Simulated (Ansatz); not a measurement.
Abridged output of a molecular run in Ansatz:

```
Functional definition: HF
812 factors; integrals over basis functions are off by at most 1.3e-3 eV
mean field evaluation 1: about -66423.1408 eV, gradient 3.4e1 eV
mean field evaluation 2: about -66423.1572 eV, gradient 3.4e1 eV
mean field evaluation 4: about -66425.7969 eV, gradient 2.6e0 eV
mean field evaluation 8: about -66425.8309 eV, gradient 1.2e-1 eV
mean field evaluation 16: about -66425.8062 eV, gradient 3.9e-1 eV
mean field -66425.83104815 eV, -2441.1042659742 hartree, gradient 4.9e-6 eV, S^2 0.000000; 0 other end points of the search recorded, 0 dependent functions left out
15 core orbitals not correlated: weight in the atoms' cores, before any rotation towards them, 1.000 or more for the frozen orbitals, at most 0.000 for the correlated occupied ones
reference -66425.83104815 eV, -2441.1042659742 hartree; 14, 14 occupied and 55, 55 virtual orbitals, 812 factors
second order -13.52249399 eV of doubles, -0.00000000 eV of singles
cycle   1  -13.67090125 eV  change   -1.5e-1 eV  update   1.1e-1
cycle   2  -14.18071969 eV  change   -5.1e-1 eV  update   3.7e-2
cycle   3  -14.31634921 eV  change   -1.4e-1 eV  update   2.2e-2
cycle   4  -14.30027732 eV  change    1.6e-2 eV  update   5.7e-3
cycle   5  -14.29990014 eV  change    3.8e-4 eV  update   3.0e-3
cycle   6  -14.30090618 eV  change   -1.0e-3 eV  update   9.4e-4
cycle   7  -14.30038625 eV  change    5.2e-4 eV  update   4.3e-4
cycle   8  -14.30039351 eV  change   -7.3e-6 eV  update   1.2e-4
cycle   9  -14.30043830 eV  change   -4.5e-5 eV  update   4.4e-5
cycle  10  -14.30042492 eV  change    1.3e-5 eV  update   1.4e-5
perturbative correction -0.38074869 eV, -0.0139922563 hartree
Total energy: -66440.51222176 eV, -2441.6437891529 hartree
```

Its atoms:

```xyz
7

Si    0.767    0.456    0.535
O    -0.241   -0.208   -0.579
Ge   -1.854   -0.977   -0.497
H     0.170    0.385    1.899
H     1.013    1.879    0.187
H     2.056   -0.281    0.531
H    -1.912   -1.254   -2.076
```

Problem. Which basis set was used?
A. def2-TZVPP
B. def2-TZVPPD
C. def2-SVP
D. def2-SVPD

Solution. C. It gives 84 functions.

Problem. Write the keys of the input that set method, charge and spin (a neutral closed shell needs none for the last two).

Solution. 
```yaml
correlation: {method: ccsd_t}
```
